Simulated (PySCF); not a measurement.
BH2I.
InChI=1S/BH2I/c1-2/h1H2

Computed, not measured: PBE0-D3(BJ)/def2-SVP geometry optimisation, gas phase, def2 core potentials past Kr (PySCF 2.14.0).

Masses are those of the commonest isotopes; rigid-rotor values at the optimised geometry. 

Give the principal moments of inertia and the rotational constants in GHz.

Ia = 2.27, Ib = 57.17, Ic = 59.45 u·Å²; 505379 MHz·u·Å²/I gives 222233, 8840 and 8502 MHz, that is A = 222.23, B = 8.8398, C = 8.5016 GHz.

Classify the top.

A near-prolate asymmetric top: κ = (2 × 8840 − 222233 − 8502)/(222233 − 8502) = -1.00.

What does the inertial defect say?

Planar: Δ = Ic − Ia − Ib = 0.00 u·Å². For a rigid frame Δ = −2 Σ m c², so it vanishes when all atoms lie in the ab plane; here none is more than 0.01 Å from it.

Give the coordinates in the principal-axis frame, origin at the centre of mass.

The sense of each axis is arbitrary; atoms in the order of the calculation.
```tsv
atom	mass (u)	a (Å)	b (Å)	c (Å)
B1	11.009	-1.899	0.000	0.000
I2	126.904	0.204	0.000	0.000
H3	1.008	-2.463	-1.061	0.000
H4	1.008	-2.458	1.063	0.000
```

Where do the levels up to J = 5 lie, in MHz?

Above 0(0,0):
J = 1: 1(0,1) 17341, 1(1,1) 230734, 1(1,0) 231072
J = 2: 2(0,2) 52024, 2(1,2) 265079, 2(1,1) 266093, 2(2,1) 906272, 2(2,0) 906272
J = 3: 3(0,3) 104046, 3(1,3) 316595, 3(1,2) 318624, 3(2,2) 958296, 3(2,1) 958298, 3(3,1) 2026106, 3(3,0) 2026106
J = 4: 4(0,4) 173408, 4(1,4) 385284, 4(1,3) 388666, 4(2,3) 1027661, 4(2,2) 1027667, 4(3,2) 2095473, 4(3,1) 2095473, 4(4,1) 3590406, 4(4,0) 3590406
J = 5: 5(0,5) 260107, 5(1,5) 471144, 5(1,4) 476216, 5(2,4) 1114367, 5(2,3) 1114381, 5(3,3) 2182181, 5(3,2) 2182181, 5(4,2) 3677114, 5(4,1) 3677114, 5(5,1) 5599171, 5(5,0) 5599171

Which lines would a microwave search look for?

The dipole components are |μa| = 0.36 D, |μb| = 0.00 D, |μc| = 0.00 D; the symmetry axis of this C2v structure is a, so μb and μc vanish by symmetry and there are no b-type or c-type lines. Some lines, for components of 0.1 D or more:

```
type  branch         J(Ka,Kc)    MHz  lower level (cm⁻¹)
   a       Q  1(1,0) ← 1(1,1)    338               7.696
   a       Q  2(1,1) ← 2(1,2)   1015               8.842
   a       Q  3(1,2) ← 3(1,3)   2029              10.560
   a       Q  4(1,3) ← 4(1,4)   3382              12.852
   a       R  1(0,1) ← 0(0,0)  17341               0.000
   a       R  2(1,2) ← 1(1,1)  34345               7.696
   a       R  2(0,2) ← 1(0,1)  34682               0.578
   a       R  2(1,1) ← 1(1,0)  35021               7.708
   a       R  3(1,3) ← 2(1,2)  51517               8.842
   a       R  3(0,3) ← 2(0,2)  52023               1.735
   a       R  3(2,2) ← 2(2,1)  52024              30.230
   a       R  3(2,1) ← 2(2,0)  52026              30.230
   a       R  3(1,2) ← 2(1,1)  52531               8.876
   a       R  4(1,4) ← 3(1,3)  68688              10.560
   a       R  4(0,4) ← 3(0,3)  69361               3.471
   a       R  4(2,3) ← 3(2,2)  69365              31.965
   a       R  4(3,2) ← 3(3,1)  69366              67.584
   a       R  4(3,1) ← 3(3,0)  69366              67.584
   a       R  4(2,2) ← 3(2,1)  69369              31.965
   a       R  4(1,3) ← 3(1,2)  70041              10.628
```

Estimate the classical rotational partition function at 298.15 K and 500 K.

Point group C2v, symmetry number σ = 2; q = (√π/σ)·√((kT/h)³/(ABC)), k/h = 20836.6 MHz/K: 3360 at 298.15 K, 7290 at 500 K.

Stationary, but not proved a minimum. No vibrational averaging or centrifugal distortion is included, and the geometry carries the error of its method. Quadrupole hyperfine structure (11B, 127I) is left out.
